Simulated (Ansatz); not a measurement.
Calculated with Ansatz (gas phase, PBE0-D4/def2-TZVP geometries, no zero-point term in ΔE). CCSD(T)/CBS adds triple-zeta CCSD(T) − MP2 to the extrapolated MP2 energy (def2 sets, frozen cores). This one scheme is used for every species. Functionals use def2-TZVPP. Each species was taken in one conformer, which may not be the lowest.

Consider the ligand exchange at the Si–Cl bond: `O[SiH2][SiH]([SiH3])Cl` + H₂S → `O[SiH2][SiH]([SiH3])S` + HCl.

`O[SiH2][SiH]([SiH3])Cl`:

```xyz
12

O    -1.922   -1.452   -1.800
Si   -1.149   -1.325   -0.350
Si   -0.152    0.796   -0.192
Si    1.583    0.978    1.366
Cl    0.649    1.096   -2.098
H    -1.456   -1.104   -2.564
H    -2.170   -1.541    0.705
H    -0.076   -2.349   -0.198
H    -1.154    1.876    0.017
H     2.200    2.328    1.305
H     2.614   -0.053    1.078
H     1.034    0.749    2.731
```

H₂S:

Z-matrix (Å, degrees):
```
S
H 1 1.341
H 1 1.341 2 92.3
```

`O[SiH2][SiH]([SiH3])S`:

```xyz
13

O    -0.740   -1.672    2.051
Si    0.515   -0.985    1.214
Si   -0.483    0.729   -0.022
Si    0.821    1.353   -1.859
S    -2.320   -0.081   -0.786
H    -0.561   -2.462    2.562
H     1.570   -0.477    2.138
H     1.158   -1.980    0.308
H    -0.723    1.922    0.841
H     0.076    2.297   -2.734
H     2.063    2.019   -1.383
H     1.190    0.148   -2.648
H    -2.566   -0.811    0.318
```

HCl:

```xyz
2

Cl   -0.129   -0.243   -0.577
H     0.129    0.243    0.577
```

(1) Is it downhill or uphill in electronic energy at CCSD(T)/CBS, and by how much? (Best estimate.)

(2) What do these levels give: r2SCAN-D4, PBE0-D4, ωB97M-V, B2PLYP, PBE, PBE0, MP2/def2-TZVPP, SCS-MP2/def2-TZVPP, HF/def2-QZVPP, MP2/def2-QZVPP, HF/CBS(def2), CCSD/CBS(def2)? (Estimate.)

Largest T1 diagnostic among the species: 0.013.

Results:

(1) Ansatz gave: Uphill: ΔE = +7.9 kcal/mol.

(2) Computed: r2SCAN-D4 8.0, PBE0-D4 7.2, ωB97M-V 8.4, B2PLYP 8.7, PBE 7.7, PBE0 7.8, MP2/def2-TZVPP 7.2, SCS-MP2/def2-TZVPP 8.1, HF/def2-QZVPP 11.1, MP2/def2-QZVPP 7.5, HF/CBS(def2) 11.2, CCSD/CBS(def2) 8.4 kcal/mol.

The D4 term adds −1.1 kcal/mol with B3LYP and −0.6 kcal/mol with PBE0; it sums over pairs of atoms, weighted by their polarisabilities, and B3LYP, whose exchange is more repulsive, gets the larger term. In def2-TZVPP, CCSD(T) changes the Hartree–Fock value by −3.4 kcal/mol (the triples alone add −0.5 kcal/mol) and MP2 by −3.7 kcal/mol.

B3LYP here is the variant with VWN-RPA as its local correlation; programs differ in this.
